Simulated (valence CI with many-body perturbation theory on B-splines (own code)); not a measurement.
Results of a calculation; reference values are marked as such.
Energy levels of Ni XXII

Method: valence CI with perturbative core correlation (CI+MBPT): five valence electrons over a frozen Dirac-Fock core [He], radial functions for each j: 9 s, 9 p, 8 d, 6 f, 3 g, 1 h, with the one-electron correlation potential Σ1, the two-electron term Σ2, the three-electron term Σ3, Breit, model QED; selected CI, second order for the rest (own B-spline code, finite nucleus).

No measured levels were compared; by estimate levels of excited configurations hold to 0.05 to 0.15 % of their energy, terms of the ground configuration to about 0.5 %. Among the levels kept, up to 2100 cm⁻¹ of a level comes from second order outside the variational space, and about a tenth of that is noise between levels of different J, which matters for small intervals.

Levels 46 to 84 of 84, with energies above the lowest level, 2s2 2p3 4S°_3/2. "Leading %" is the weight of the configuration and term that name the level; weights of strongly mixed levels are sums over their largest components and can fall short.

| No. | Configuration | Term | J | E (× 10³ cm⁻¹) | Leading % | g | Second component |
| --- | --- | --- | --- | --- | --- | --- | --- |
| 46 | 2s2 2p2 3d | 4F | 7/2 | 9174.7 | 67 | 1.281 | 27 % 2s2 2p2 3d 4D |
| 47 | 2s2 2p2 3d | 4F | 5/2 | 9179.3 | 46 | 1.039 | 35 % 2s2 2p2 3d 2F |
| 48 | 2s2 2p2 3d | 4D | 1/2 | 9180.2 | 81 | 0.181 | 14 % 2s2 2p2 3d 2P |
| 49 | 2s2 2p2 3d | 4D | 3/2 | 9212.1 | 48 | 1.251 | 28 % 2s2 2p2 3d 2P |
| 50 | 2s2 2p2 3d | 2F | 7/2 | 9214.0 | 38 | 1.229 | 32 % 2s2 2p2 3d 4D |
| 51 | 2s2 2p2 3d | 2F | 5/2 | 9214.9 | 49 | 1.166 | 31 % 2s2 2p2 3d 4P |
| 52 | 2s 2p3 3s | 4S° | 3/2 | 9217.3 | 45 | 1.563 | 34 % 2s2 2p2 3p 2P° |
| 53 | 2s2 2p2 3d | 4F | 9/2 | 9222.2 | 76 | 1.280 | 22 % 2s2 2p2 3d 2G |
| 54 | 2s 2p3 3s | 4S° | 3/2 | 9242.3 | 35 | 1.625 | 32 % 2s2 2p2 3p 2P° |
| 55 | 2s2 2p2 3d | 4D | 5/2 | 9256.5 | 38 | 1.385 | 33 % 2s2 2p2 3d 4P |
| 56 | 2s2 2p2 3p | 2P° | 1/2 | 9263.5 | 91 | 0.667 |  |
| 57 | 2s2 2p2 3d | 4P | 3/2 | 9269.6 | 64 | 1.536 | 14 % 2s2 2p2 3d 2P |
| 58 | 2s2 2p2 3d | 4P | 1/2 | 9276.4 | 62 | 2.167 | 19 % 2s2 2p2 3d 2P |
| 59 | 2s2 2p2 3d | 2P | 1/2 | 9286.9 | 70 | 0.856 | 14 % 2s2 2p2 3d 4D |
| 60 | 2s2 2p2 3p | 2P° | 3/2 | 9287.1 | 76 | 1.313 | 11 % 2s2 2p2 3p 2D° |
| 61 | 2s2 2p2 3d | 2F | 7/2 | 9298.8 | 39 | 1.122 | 33 % 2s2 2p2 3d 2G |
| 62 | 2s2 2p2 3d | 2D | 5/2 | 9314.0 | 68 | 1.111 | 27 % 2s2 2p2 3d 2F |
| 63 | 2s2 2p2 3d | 2D | 3/2 | 9315.7 | 81 | 0.849 | 9 % 2s2 2p2 3d 2P |
| 64 | 2s 2p3 3p | 6P | 3/2 | 9348.2 | 91 | 2.333 | 6 % 2s 2p3 3p 4P |
| 65 | 2s 2p3 3p | 6P | 5/2 | 9356.4 | 84 | 1.825 | 12 % 2s 2p3 3p 4P |
| 66 | 2s2 2p2 3d | 2F | 7/2 | 9380.0 | 33 | 1.288 | 29 % 2s 2p3 3p 6P |
| 67 | 2s 2p3 3p | 6P | 7/2 | 9385.4 | 65 | 1.521 | 12 % 2s2 2p2 3d 2F |
| 68 | 2s2 2p2 3d | 2G | 9/2 | 9401.4 | 76 | 1.159 | 22 % 2s2 2p2 3d 4F |
| 69 | 2s2 2p2 3d | 2D | 3/2 | 9416.2 | 71 | 0.940 | 8 % 2s2 2p2 3d 4P |
| 70 | 2s2 2p2 3d | 2D | 5/2 | 9419.6 | 49 | 1.164 | 22 % 2s2 2p2 3d 2F |
| 71 | 2s2 2p2 3d | 2P | 1/2 | 9431.3 | 84 | 0.793 | 5 % 2s2 2p2 3d 2S |
| 72 | 2s 2p3 3s | 4D° | 3/2 | 9433.9 | 77 | 1.299 | 15 % 2s 2p3 3s 4P° |
| 73 | 2s 2p3 3s | 4D° | 1/2 | 9434.2 | 83 | 0.227 | 9 % 2s 2p3 3s 2P° |
| 74 | 2s 2p3 3s | 4D° | 5/2 | 9438.4 | 75 | 1.419 | 18 % 2s 2p3 3s 4P° |
| 75 | 2s2 2p2 3d | 2F | 7/2 | 9443.4 | 63 | 1.084 | 26 % 2s2 2p2 3d 2G |
| 76 | 2s 2p3 3p | 4P | 3/2 | 9449.0 | 87 | 1.722 | 5 % 2s 2p3 3p 2P |
| 77 | 2s 2p3 3p | 4P | 5/2 | 9452.4 | 82 | 1.596 | 11 % 2s 2p3 3p 6P |
| 78 | 2s 2p3 3p | 4P | 1/2 | 9461.8 | 94 | 2.573 |  |
| 79 | 2s2 2p2 3d | 2S | 1/2 | 9473.7 | 75 | 2.010 | 15 % 2s2 2p2 3d 4P |
| 80 | 2s 2p3 3s | 4D° | 7/2 | 9474.4 | 98 | 1.425 |  |
| 81 | 2s2 2p2 3d | 2P | 3/2 | 9481.5 | 77 | 1.302 | 9 % 2s2 2p2 3d 4P |
| 82 | 2s2 2p2 3d | 2D | 5/2 | 9483.5 | 58 | 1.093 | 33 % 2s2 2p2 3d 2F |
| 83 | 2s 2p3 3s | 2D° | 3/2 | 9509.7 | 73 | 0.956 | 16 % 2s 2p3 3s 2P° |
| 84 | 2s 2p3 3s | 2D° | 5/2 | 9540.2 | 81 | 1.243 | 9 % 2s 2p3 3s 4D° |

Names give the largest LS component (configuration and term), which can be under half, so a name can repeat, a term be missing and a line seem to break the LS rules; names also repeat where a configuration has a term twice.

Where two levels of one J and parity lie close, their mixing, g and order are uncertain.
